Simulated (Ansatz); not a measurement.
Coupled-cluster diagnostics for CaO2H2, Ansatz.

Geometry of the singlet (PBE0-D4/def2-TZVP):

```xyz
5

Ca   -0.493   -0.014    0.503
O     1.915    0.038   -1.950
O     1.076   -0.019   -1.054
H    -0.463    1.327    2.026
H    -2.036   -1.332    0.476
```

Correlated methods freeze 7 core orbitals; core or outer-core shells of Ca are correlated, in sets that lack core-valence functions. The structure holds 1 bond(s) between oxygen atoms. The geometry of the singlet was relaxed on an unsound state (restricted singlet whose occupied levels cross empty ones at other levels, untested at these). Another isomer (singlet) lies 9.30 eV lower at PBE0-D4/def2-TZVP; other spin states weren't run for this one.

Q: Estimate the CCSD(T) correlation energy, the shares of MP2 and (T), T1 and the reference's ⟨S²⟩ for: charge 0, singlet, own geometry in def2-TZVPP; and the rough time on 4 threads of Intel Xeon 6975P-C on a shared host.

A: 
```csv
state,basis,correlation (eV),MP2 share (%),(T) share (%),T1,⟨S²⟩ (pure),wall time,remarks
"charge 0, singlet, own geometry",def2-TZVPP,-20.723,92.8,3.6,0.017,0.00 (0.00),14 s,restricted SCF unstable
```
Customary marks for T1 are 0.02 (closed shells), 0.045 (open shells) and about 0.05 (3d metals). T1 stays under 0.02 throughout.
